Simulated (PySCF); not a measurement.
C₂H₇FOSi.
Numbering: `[OH:1][CH2:2][C@H:3]([F:4])[SiH3:5]` (hydrogens: H6 on O1; H7, H8 on C2; H9 on C3; H10, H11, H12 on Si5)

Jobs on this species (12 atoms, 50 electrons) with PySCF (density fitting). Hardware of each: one thread of an Arm Neoverse V2, shared host. The host was shared with other jobs, so the times are rough. Peak memory is the resident size of the whole Python process, interpreter and libraries included.

```csv
level and settings,work,basis functions,SCF cycles,wall time,peak memory
"delta-SCF UKS SCAN, pcX-2 on the ionised atom, pcseg-1 elsewhere, spin-free X2C","ΔSCF core ionisation, 6 holes",151,?,?,?
"delta-SCF UKS SCAN, def2-TZVP on the ionised atom, pcseg-1 elsewhere, spin-free X2C","ΔSCF core ionisation, 6 holes",128,?,?,?
"delta-SCF UKS SCAN, pcX-2 on the ionised atom, pcseg-1 elsewhere, non-relativistic","ΔSCF core ionisation, 6 holes",151,?,?,?
"delta-SCF UKS PBE, pcX-2 on the ionised atom, pcseg-1 elsewhere, spin-free X2C","ΔSCF core ionisation, 6 holes",151,92,19 s,0.56 GiB
"delta-SCF UKS HF, pcX-2 on the ionised atom, pcseg-1 elsewhere, spin-free X2C","ΔSCF core ionisation, 6 holes",151,82,19 s,0.56 GiB
"delta-SCF UKS B3LYP, pcX-2 on the ionised atom, pcseg-1 elsewhere, spin-free X2C","ΔSCF core ionisation, 6 holes",151,82,34 s,0.56 GiB
"PBE0-D3(BJ)/def2-SVP, grid level 1",geometry optimisation from a GFN2-xTB start shaken at random,109,51,30 s,0.46 GiB
"delta-SCF UKS PBE0, pcX-2 on the ionised atom, pcseg-1 elsewhere, spin-free X2C","ΔSCF core ionisation, 6 holes",151,82,33 s,0.64 GiB
"delta-SCF UKS SCAN, pcX-1 on the ionised atom, pcseg-1 elsewhere, spin-free X2C","ΔSCF core ionisation, 6 holes",131,92,25 s,0.56 GiB
```

Question: Fill in the missing figures.

Answer: 
- delta-SCF UKS SCAN, pcX-2 on the ionised atom, pcseg-1 elsewhere, spin-free X2C; ΔSCF core ionisation, 6 holes: 32 s, 0.60 GiB, 92 SCF cycles
- delta-SCF UKS SCAN, def2-TZVP on the ionised atom, pcseg-1 elsewhere, spin-free X2C; ΔSCF core ionisation, 6 holes: 29 s, 0.56 GiB, 91 SCF cycles
- delta-SCF UKS SCAN, pcX-2 on the ionised atom, pcseg-1 elsewhere, non-relativistic; ΔSCF core ionisation, 6 holes: 32 s, 0.56 GiB, 94 SCF cycles

Question: What do all jobs in the table cost together?

Answer: About 4.2 min; the longest takes about 13 % of that, and about 1.8 times as long as the shortest.
